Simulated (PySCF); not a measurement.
Molfile (atoms numbered from 1):
```
C3HF5O
     RDKit          3D

 10 10  0  0  0  0  0  0  0  0999 V2000
    1.2002    1.2607   -1.1229 F   0  0  0  0  0  0  0  0  0  0  0  0
    1.3741    0.2657   -0.2460 C   0  0  2  0  0  0  0  0  0  0  0  0
    0.9570   -0.9906   -0.6441 O   0  0  0  0  0  0  0  0  0  0  0  0
    0.1971   -0.3917    0.3323 C   0  0  1  0  0  0  0  0  0  0  0  0
    0.3053   -0.9201    1.5704 F   0  0  0  0  0  0  0  0  0  0  0  0
   -1.2448    0.0089    0.0161 C   0  0  0  0  0  0  0  0  0  0  0  0
   -1.5766    1.1254    0.6715 F   0  0  0  0  0  0  0  0  0  0  0  0
   -1.4106    0.2335   -1.2811 F   0  0  0  0  0  0  0  0  0  0  0  0
   -2.1023   -0.9381    0.3842 F   0  0  0  0  0  0  0  0  0  0  0  0
    2.3095    0.3510    0.2971 H   0  0  0  0  0  0  0  0  0  0  0  0
  1  2  1  0
  2  3  1  0
  3  4  1  0
  4  5  1  1
  4  6  1  0
  6  7  1  0
  6  8  1  0
  6  9  1  0
  4  2  1  0
  2 10  1  1
M  END
```

Geometry: GFN2-xTB; GIAO shifts from PySCF 2.14.0 with density-fitted response routines, gas phase, non-relativistic, averaged over equivalent atoms.

At PW91/pcseg-1 (131 basis functions, 44 s wall time on 1 thread of an AMD EPYC, shared host):
```
   atoms  δ (ppm)
F7/F8/F9   -103.3
      F1   -191.6
      F5   -192.3
      C6    135.3
      C4     99.2
      C2     92.0
      O3    139.2
     H10     5.55
```

References, each an isolated molecule treated in the same way: ¹⁹F (151.02 ppm) against CFCl3; ¹³C (191.77 ppm) and ¹H (31.78 ppm) against TMS; H2O for ¹⁷O (338.88 ppm).

Estimate the result of repeating the calculation with OLYP/pcSseg-1.

Answers


| atoms | δ at OLYP/pcSseg-1 | change |
| --- | --- | --- |
| F7/F8/F9 | -102.1 | +1.2 |
| F1 | -188.2 | +3.4 |
| F5 | -190.9 | +1.4 |
| C6 | 129.5 | -5.8 |
| C4 | 91.3 | -7.9 |
| C2 | 89.8 | -2.2 |
| O3 | 141.2 | +2.0 |
| H10 | 5.55 | +0.00 |

Shifts are taken against calculated references (same method and geometry level): ¹⁹F (σref 147.91) vs CFCl3; ¹³C (σref 183.31) and ¹H (σref 31.74) against TMS; ¹⁷O (σref 336.00) vs H2O.

The largest change is at C4 (epoxide ring carbon). Cost: 158 basis functions, 56 s wall time on 1 thread of an AMD EPYC, shared host. The order of the carbon signals is the same at both levels.

Unscaled 19F shifts against computed CFCl3 carry errors that often reach 10 to 50 ppm. Experimental scales use liquid or dissolved standards, which lie at an offset from isolated H2O (liquid H2O: subtract about 36 ppm).
